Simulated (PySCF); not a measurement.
**Atomic charges against the basis set**

Species: C2HF5S.
Cartesian coordinates in Å at the PBE0-D3(BJ)/def2-SVP level; atoms count from 1:
```
atom  x, y, z in Å
C1     2.1651   -0.0835   -0.0026
C2     0.9609   -0.0340   -0.0044
S3    -0.7706    0.0309   -0.0038
F4    -0.8602   -1.5391   -0.2818
F5    -0.7460    1.6036    0.2749
F6    -2.3662    0.0883   -0.0023
F7    -0.8105   -0.2466    1.5688
F8    -0.7956    0.3117   -1.5761
H9     3.2404   -0.1246    0.0021
```

PBE0 throughout (PySCF), one geometry, spherical d and f functions. Geometry: PBE0-D3(BJ)/def2-SVP; no solvent, vibrations or thermal averaging. Atoms taken as equivalent share a column and are averaged.

Mulliken charges (e):

| basis | functions | C1 | C2 | S3 | F4/F5/F7/F8 | F6 | H9 |
| --- | --- | --- | --- | --- | --- | --- | --- |
| STO-3G | 45 | -0.104 | -0.242 | +1.323 | -0.219 | -0.232 | +0.130 |
| pcSseg-0 | 78 | -0.273 | -0.193 | +2.250 | -0.423 | -0.411 | +0.318 |
| 6-31G | 78 | -0.346 | -0.184 | +1.896 | -0.338 | -0.317 | +0.305 |
| 6-31G* | 118 | -0.284 | -0.115 | +1.775 | -0.331 | -0.315 | +0.262 |
| cc-pVDZ | 121 | -0.308 | +0.204 | +1.267 | -0.245 | -0.226 | +0.042 |
| def2-SVP | 121 | -0.450 | +0.404 | +1.448 | -0.298 | -0.289 | +0.077 |
| pcSseg-1 | 148 | -0.357 | +0.008 | +1.842 | -0.320 | -0.303 | +0.090 |
| aug-cc-pVDZ | 197 | +0.803 | -0.337 | +2.747 | -0.526 | -0.543 | -0.564 |
| 6-311+G(2d,p) | 230 | -0.945 | +0.273 | +0.585 | -0.014 | -0.046 | +0.187 |
| cc-pVTZ | 258 | -0.112 | -0.105 | +1.032 | -0.198 | -0.193 | +0.172 |
| def2-TZVP | 260 | -0.074 | -0.108 | +0.889 | -0.176 | -0.205 | +0.202 |
| IGLO-III | 299 | -0.257 | +0.041 | +1.541 | -0.299 | -0.292 | +0.165 |
| pcSseg-2 | 309 | +0.073 | -0.085 | +1.137 | -0.244 | -0.245 | +0.094 |

IAO charges (e):

| basis | functions | C1 | C2 | S3 | F4/F5/F7/F8 | F6 | H9 |
| --- | --- | --- | --- | --- | --- | --- | --- |
| STO-3G | 45 | -0.120 | -0.329 | +1.760 | -0.294 | -0.303 | +0.167 |
| pcSseg-0 | 78 | -0.084 | -0.269 | +2.127 | -0.402 | -0.387 | +0.220 |
| 6-31G | 78 | -0.088 | -0.258 | +2.108 | -0.403 | -0.383 | +0.230 |
| 6-31G* | 118 | -0.127 | -0.277 | +2.400 | -0.446 | -0.429 | +0.216 |
| cc-pVDZ | 121 | -0.133 | -0.276 | +2.377 | -0.441 | -0.424 | +0.220 |
| def2-SVP | 121 | -0.123 | -0.274 | +2.393 | -0.446 | -0.428 | +0.214 |
| pcSseg-1 | 148 | -0.129 | -0.276 | +2.393 | -0.446 | -0.428 | +0.222 |
| aug-cc-pVDZ | 197 | -0.136 | -0.265 | +2.403 | -0.449 | -0.430 | +0.224 |
| 6-311+G(2d,p) | 230 | -0.135 | -0.276 | +2.430 | -0.452 | -0.434 | +0.224 |
| cc-pVTZ | 258 | -0.139 | -0.277 | +2.452 | -0.455 | -0.438 | +0.224 |
| def2-TZVP | 260 | -0.138 | -0.282 | +2.478 | -0.460 | -0.443 | +0.224 |
| IGLO-III | 299 | -0.139 | -0.276 | +2.456 | -0.457 | -0.439 | +0.224 |
| pcSseg-2 | 309 | -0.134 | -0.284 | +2.470 | -0.459 | -0.442 | +0.224 |

Hirshfeld charges (e):

| basis | functions | C1 | C2 | S3 | F4/F5/F7/F8 | F6 | H9 |
| --- | --- | --- | --- | --- | --- | --- | --- |
| STO-3G | 45 | -0.072 | -0.183 | +0.952 | -0.154 | -0.167 | +0.085 |
| pcSseg-0 | 78 | -0.018 | -0.133 | +0.767 | -0.148 | -0.149 | +0.125 |
| 6-31G | 78 | -0.010 | -0.123 | +0.742 | -0.148 | -0.149 | +0.133 |
| 6-31G* | 118 | -0.045 | -0.099 | +0.575 | -0.109 | -0.117 | +0.123 |
| cc-pVDZ | 121 | -0.045 | -0.111 | +0.596 | -0.110 | -0.121 | +0.120 |
| def2-SVP | 121 | -0.043 | -0.108 | +0.627 | -0.117 | -0.125 | +0.119 |
| pcSseg-1 | 148 | -0.040 | -0.108 | +0.612 | -0.115 | -0.125 | +0.121 |
| aug-cc-pVDZ | 197 | -0.045 | -0.104 | +0.607 | -0.114 | -0.124 | +0.120 |
| 6-311+G(2d,p) | 230 | -0.042 | -0.106 | +0.600 | -0.113 | -0.122 | +0.121 |
| cc-pVTZ | 258 | -0.045 | -0.104 | +0.583 | -0.109 | -0.119 | +0.120 |
| def2-TZVP | 260 | -0.045 | -0.102 | +0.573 | -0.107 | -0.118 | +0.120 |
| IGLO-III | 299 | -0.049 | -0.102 | +0.591 | -0.110 | -0.120 | +0.120 |
| pcSseg-2 | 309 | -0.043 | -0.100 | +0.582 | -0.110 | -0.120 | +0.121 |

ESP-fitted charges (e):

```tsv
basis	functions	C1	C2	S3	F4/F5/F7/F8	F6	H9
STO-3G	45	-0.197	-0.227	+1.227	-0.198	-0.214	+0.202
pcSseg-0	78	-0.154	-0.306	+1.741	-0.317	-0.306	+0.295
6-31G	78	-0.180	-0.167	+1.367	-0.266	-0.250	+0.294
6-31G*	118	-0.301	+0.051	+0.234	-0.058	-0.061	+0.307
cc-pVDZ	121	-0.266	-0.045	+0.610	-0.119	-0.122	+0.300
def2-SVP	121	-0.236	-0.104	+0.834	-0.157	-0.155	+0.291
pcSseg-1	148	-0.262	-0.054	+0.626	-0.124	-0.125	+0.308
aug-cc-pVDZ	197	-0.309	+0.029	+0.415	-0.090	-0.088	+0.314
6-311+G(2d,p)	230	-0.327	+0.065	+0.309	-0.075	-0.071	+0.323
cc-pVTZ	258	-0.310	+0.025	+0.419	-0.090	-0.089	+0.315
def2-TZVP	260	-0.309	+0.018	+0.446	-0.094	-0.093	+0.316
IGLO-III	299	-0.320	+0.073	+0.218	-0.058	-0.054	+0.315
pcSseg-2	309	-0.293	-0.013	+0.603	-0.123	-0.118	+0.312
```

**Question.** Which scheme is steadiest as the basis changes?

**Answer.** Largest range over the bases for any column: Hirshfeld 0.38 e, IAO 0.72 e, ESP-fitted 1.52 e, Mulliken 2.16 e. Hirshfeld charges move least and Mulliken charges most, counted in e. Without the minimal STO-3G basis the ranges are Hirshfeld 0.19, IAO 0.37, ESP-fitted 1.52, Mulliken 2.16 e.

**Question.** How much do the charges still move between the two largest bases, IGLO-III and pcSseg-2?

**Answer.** At most, over all atoms: Mulliken 0.404 e, IAO 0.014 e, Hirshfeld 0.009 e, ESP-fitted 0.385 e.

**Question.** What do the same runs give for the total energy, the frontier levels and the dipole moment?

**Answer.** 
| basis | energy (Eh) | HOMO (eV) | LUMO (eV) | μ (D) |
| --- | --- | --- | --- | --- |
| STO-3G | -960.4962 | -5.87 | 3.87 | 1.00 |
| pcSseg-0 | -971.3425 | -10.09 | -2.28 | 3.50 |
| 6-31G | -972.9318 | -9.89 | -2.71 | 3.82 |
| 6-31G* | -973.2856 | -9.13 | -0.95 | 2.61 |
| cc-pVDZ | -973.3281 | -9.33 | -1.21 | 2.66 |
| def2-SVP | -972.7314 | -9.45 | -1.14 | 2.70 |
| pcSseg-1 | -973.2451 | -9.54 | -1.45 | 2.82 |
| aug-cc-pVDZ | -973.3935 | -9.43 | -1.56 | 2.66 |
| 6-311+G(2d,p) | -973.5329 | -9.47 | -1.53 | 2.74 |
| cc-pVTZ | -973.5830 | -9.39 | -1.15 | 2.61 |
| def2-TZVP | -973.6320 | -9.41 | -1.16 | 2.63 |
| IGLO-III | -973.6193 | -9.41 | -1.35 | 2.60 |
| pcSseg-2 | -973.6260 | -9.49 | -1.28 | 2.76 |

The dipole is fixed by the density alone, so its range of 2.82 D shows that the density itself changes with the basis, not only its division among atoms.
